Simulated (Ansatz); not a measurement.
Isolated molecules relaxed with PBE0-D4/def2-TZVP in Ansatz; ΔE leaves out vibrations. CBS: MP2 limit from def2 TZ/QZ plus the TZ coupled-cluster correction, frozen cores. Functionals use def2-TZVPP. B3LYP here is the variant with VWN-RPA as its local correlation; programs differ in this. For Se outer-core shells are correlated without core-valence functions, which leaves a few kJ/mol of doubt a bond. Scalar relativity is left out up to krypton. One conformer a species, not always the lowest.

Reaction (formal exchange of groups at the Si–C bond): `FCCC[SiH3]` + `CC[SiH2][SeH]` → `[SiH3]C[SiH2][SeH]` + `CCCCF`

```json
{"level": "PBE-D4", "ΔE (kcal/mol)": "-4.5", "difference from CCSD(T)/CBS": "0.7"}
{"level": "r2SCAN-D4", "ΔE (kcal/mol)": "-5.1", "difference from CCSD(T)/CBS": "0.1"}
{"level": "PBE0-D4", "ΔE (kcal/mol)": "-5.0", "difference from CCSD(T)/CBS": "0.2"}
{"level": "B3LYP-D4", "ΔE (kcal/mol)": "-4.7", "difference from CCSD(T)/CBS": "0.5"}
{"level": "ωB97X-V", "ΔE (kcal/mol)": "-4.9", "difference from CCSD(T)/CBS": "0.3"}
{"level": "ωB97M-V", "ΔE (kcal/mol)": "-5.0", "difference from CCSD(T)/CBS": "0.2"}
{"level": "B2PLYP", "ΔE (kcal/mol)": "-4.6", "difference from CCSD(T)/CBS": "0.6"}
{"level": "PBE", "ΔE (kcal/mol)": "-4.2", "difference from CCSD(T)/CBS": "1.0"}
{"level": "r2SCAN", "ΔE (kcal/mol)": "-5.0", "difference from CCSD(T)/CBS": "0.2"}
{"level": "PBE0", "ΔE (kcal/mol)": "-4.6", "difference from CCSD(T)/CBS": "0.6"}
{"level": "B3LYP", "ΔE (kcal/mol)": "-4.1", "difference from CCSD(T)/CBS": "1.1"}
{"level": "HF/def2-TZVPP", "ΔE (kcal/mol)": "-4.9", "difference from CCSD(T)/CBS": "0.3"}
{"level": "MP2/def2-TZVPP", "ΔE (kcal/mol)": "-5.4", "difference from CCSD(T)/CBS": "-0.2"}
{"level": "SCS-MP2/def2-TZVPP", "ΔE (kcal/mol)": "-5.2", "difference from CCSD(T)/CBS": "0.0"}
{"level": "CCSD/def2-TZVPP", "ΔE (kcal/mol)": "-5.1", "difference from CCSD(T)/CBS": "0.1"}
{"level": "CCSD(T)/def2-TZVPP", "ΔE (kcal/mol)": "-5.2", "difference from CCSD(T)/CBS": "0.0"}
{"level": "HF/def2-QZVPP", "ΔE (kcal/mol)": "-4.9", "difference from CCSD(T)/CBS": "0.3"}
{"level": "MP2/def2-QZVPP", "ΔE (kcal/mol)": "-5.4", "difference from CCSD(T)/CBS": "-0.2"}
{"level": "SCS-MP2/def2-QZVPP", "ΔE (kcal/mol)": "-5.2", "difference from CCSD(T)/CBS": "0.0"}
{"level": "HF/CBS(def2)", "ΔE (kcal/mol)": "-4.9", "difference from CCSD(T)/CBS": "0.3"}
{"level": "MP2/CBS(def2)", "ΔE (kcal/mol)": "-5.5", "difference from CCSD(T)/CBS": "-0.3"}
{"level": "CCSD/CBS(def2)", "ΔE (kcal/mol)": "-5.2", "difference from CCSD(T)/CBS": "0.0"}
{"level": "CCSD(T)/CBS", "ΔE (kcal/mol)": "-5.2", "difference from CCSD(T)/CBS": "0"}
```

Largest T1 diagnostic among the species: 0.010.
